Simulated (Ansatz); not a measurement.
ClGaHO (`[OH][Ga][Cl]`) radical, relaxed with UKS PBE0-D4/def2-TZVP in the Gaussian-basis code of Ansatz from a PBE-D4/def2-SVP geometry. The force threshold is 0.005 eV/Å; the program also tests the step.

The species carries charge 0 and has multiplicity 2.

Start:

```xyz
4

O     0.278   -1.266    0.154
Ga   -0.680    0.166    0.735
Cl   -0.430    2.114   -0.277
H     0.833   -1.014   -0.612
```

(1) By how much does the energy fall, and how many steps does the optimiser take? (Best estimate.)

(2) Which bonds change most? (An estimate is asked.)

(3) Give the relaxed structure. (An estimate is asked.)

Answers

(1) Ansatz gave: 2.22 kJ/mol, in 5 steps.

(2) Ansatz gave: Ga2–Cl3 from 2.210 to 2.174 Å; O1–Ga2 from 1.819 to 1.791 Å; O1–H4 from 0.979 to 0.963 Å.

(3) Computed: 
```xyz
4

O     0.269   -1.236    0.143
Ga   -0.676    0.166    0.736
Cl   -0.422    2.073   -0.275
H     0.829   -1.003   -0.604
```
